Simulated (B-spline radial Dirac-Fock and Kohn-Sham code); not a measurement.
## Yb⁴⁸⁺: scattering cross sections and density moments

System: ytterbium as Yb⁴⁸⁺, configuration [Ar] 3d4.

Calculated with a radial finite-basis atomic code, using Dirac-Fock densities.

- Sum of ⟨r⟩: 2.990 bohr
- Sum of ⟨r²⟩: 0.5885 bohr²
- Sum of ⟨1/r⟩: 390.18 per bohr
- Langevin diamagnetic susceptibility: -0.466 × 10⁻⁶ cm³/mol
- Lamb shielding (α²/3)Σ⟨1/r⟩: 6926 ppm

Coherent scattering is the Thomson cross section weighted by f₀², without anomalous dispersion; incoherent scattering is Klein-Nishina weighted by S. The Lamb formula is the non-relativistic shielding expression. Electron correlation is left out. A dash stands where the photon energy is too low for the impulse approximation behind that column.

```
hν (keV)  coherent (b)  incoherent (b)  incoherent per electron (b)
       1         321.6               –                            –
       2         320.3               –                            –
       5         311.9               –                            –
  8.0478         297.0               –                            –
      10         284.8               –                            –
      50         78.54           5.823                        0.265
     100         29.23           7.497                        0.341
     500         1.728           6.025                        0.274
```

Incoherent scattering overtakes coherent scattering between 100 and 500 keV.
